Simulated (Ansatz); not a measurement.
Basis sets compared for n-GeGeGeGeSiH12 (SiGe4H12). Charge 0, multiplicity 1. Geometry r2SCAN-D4/def2-SVP. Ansatz on 4 threads of Arm Neoverse V2 on a shared host; times are rough, and most runs start from earlier orbitals.

```tsv
atom	x (Å)	y (Å)	z (Å)
Ge1	-1.6637	1.9845	0.9808
Ge2	-1.9903	0.0609	-0.4498
Ge3	-0.6398	-1.7935	0.3377
Ge4	1.5661	-1.6449	-0.6533
Si5	2.4640	0.5453	-0.4055
H6	-2.2113	3.2669	0.3331
H7	-0.1676	2.1840	1.2727
H8	-2.3889	1.7584	2.3174
H9	-3.4836	-0.3142	-0.4695
H10	-1.5775	0.4034	-1.8937
H11	-1.2940	-3.1427	-0.0133
H12	-0.5192	-1.7155	1.8713
H13	2.5107	-2.6836	-0.0223
H14	1.4442	-1.9744	-2.1520
H15	3.8270	0.6346	-1.0126
H16	1.5688	1.5319	-1.0844
H17	2.5552	0.8989	1.0435
```

The 6-31G sets use Cartesian d functions. B3LYP takes the VWN-RPA correlation.

Binding counts from free atoms (Ge triplet, Si triplet, H doublet) in the same basis, without a counterpoise term.

```tsv
level	functions	energy (Eh)	HOMO (eV)	LUMO (eV)	binding per atom (eV)	wall time
HF/STO-3G	93	-8499.7434	-7.69	9.60	3.41	0.65 s
HF/6-31G	153	-8595.9297	-9.73	2.63	1.87	2 s
PBE-D4/def2-SVP	206	-8602.1704	-6.59	-0.99	2.72	2.9 s
B3LYP-D4/6-31G	153	-8603.5010	-7.33	-0.38	2.66	3.5 s
PBE0-D4/def2-SVP	206	-8602.4388	-7.62	-0.21	2.73	5.5 s
```

Problem. Estimate the rows for PBE-D4/def2-TZVP, B3LYP-D4/def2-TZVP, PBE0-D4/def2-TZVP.

Solution. 
```tsv
level	functions	energy (Eh)	HOMO (eV)	LUMO (eV)	binding per atom (eV)	wall time
PBE-D4/def2-TZVP	301	-8603.3257	-6.62	-1.16	2.72	4.6 s
B3LYP-D4/def2-TZVP	301	-8604.9961	-7.38	-0.58	2.75	11 s
PBE0-D4/def2-TZVP	301	-8603.5872	-7.60	-0.36	2.73	12 s
```
